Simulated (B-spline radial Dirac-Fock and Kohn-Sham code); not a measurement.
Binding energies of Au³⁺ in different valence configurations

Model: Dirac-Fock (average of configuration) total-energy differences with a finite nucleus, the Breit interaction including its frequency dependence, and self-energy and vacuum-polarisation corrections. Program: an atomic code on a B-spline grid. The model has no electron correlation.

Reference: the tabulated ground configuration [Xe] 4f14 5d8, with 1s 80766.6 eV, 2s 14408.3 eV, 2p1/2 13781.0 eV, 3p3/2 2796.6 eV, 4s 814.8 eV, 4p1/2 695.5 eV, Kα1 68800.4 eV, Kβ1 77970.0 eV.

Q: One of these configurations gives the following shifts from the reference, in eV: average energy +19.42, 1s +9.82, 2s +10.35, 2p1/2 +10.25, 3p3/2 +10.07, 4s +10.04, 4p1/2 +9.84, Kα1 -0.45, Kβ1 -0.25. Which?
A. [Xe] 4f14 5d7 6p1
B. [Xe] 4f14 5d7 6s1
C. [Xe] 4f14 5d6 6s2

A: C. The others give [Xe] 4f14 5d7 6s1: 1s +4.79; [Xe] 4f14 5d7 6p1: 1s +6.42.

Values without a named source are computed, but for edge energies of neutral atoms, which are taken from tables.
